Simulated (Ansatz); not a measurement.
`CCN(C)[Si](Cl)(OC)OC` from Hartree–Fock to CCSD(T)

Cartesian coordinates in Å:
```
C -0.693 -2.433 1.464
C 0.157 -1.850 0.346
N 0.548 -0.465 0.546
C 1.537 -0.250 1.580
Si -0.370 0.838 -0.021
Cl -1.744 1.566 1.330
O 0.568 2.140 -0.306
C 1.654 2.105 -1.209
O -1.166 0.300 -1.331
C -2.218 0.974 -1.985
H -0.173 -2.411 2.424
H -0.942 -3.475 1.248
H -1.626 -1.875 1.572
H -0.385 -1.917 -0.599
H 1.072 -2.446 0.227
H 1.827 0.802 1.612
H 1.176 -0.521 2.579
H 2.437 -0.842 1.373
H 2.358 1.304 -0.959
H 2.172 3.063 -1.149
H 1.310 1.955 -2.237
H -1.888 1.941 -2.377
H -3.061 1.141 -1.309
H -2.549 0.353 -2.818
```

Charge 0, multiplicity 1. All single points use the PBE0-D4/def2-TZVP geometry. It is one conformer, not always the lowest. Frozen core, restricted reference, Ansatz. CBS rows extrapolate triple and quadruple zeta; past MP2 they add the triple-zeta difference.

```json
{"basis": "def2-SVP", "HF (Eh)": "-1149.71861", "MP2 corr.": "-1.47093"}
{"basis": "def2-TZVPP", "HF (Eh)": "-1150.45600", "MP2 corr.": "-1.86018"}
{"basis": "def2-QZVPP", "HF (Eh)": "-1150.49768", "MP2 corr.": "-1.99751"}
```

(1) Estimate the CCSD correlation energy and the (T) correction in each basis where they were run (hartree).

Answers

(1) 
```csv
basis,CCSD corr.,(T)
def2-SVP,-1.57329,-0.04246
def2-TZVPP,-1.94409,-0.07695
CBS(def2),-2.18316,as TZ
```
